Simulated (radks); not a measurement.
Results of a calculation; reference values are marked as such.
Problem. Neutral magnesium, [Ne] 3s2. Level of theory: non-relativistic Kohn-Sham, exchange-only B88, spin-polarised, spherical densities, point nucleus (a radial shooting solver on a logarithmic mesh with Libxc functionals). Every spin shell is full or empty, so the densities are truly spherical. Functionals are evaluated on that one density, not self-consistently. Rank these orbital-free kinetic functionals by their error against the exact value of the orbitals, and give that value: Thomas-Fermi, von Weizsacker, TF + vW/5, LC94, APBEK, Perdew 92, Thakkar, LKT, DePristo-Kress, Ernzerhof.

Solution. Exact: 199.632 hartree. From best to worst, with 100 (|E| - |E exact|)/|E exact| (equal figures are ties): Thakkar -0.05, LC94 +0.06, DePristo-Kress -0.13, Ernzerhof +0.17, APBEK +0.20, Perdew 92 -0.57, TF + vW/5 +5.31, Thomas-Fermi -7.94, von Weizsacker -33.77, LKT +34.05.
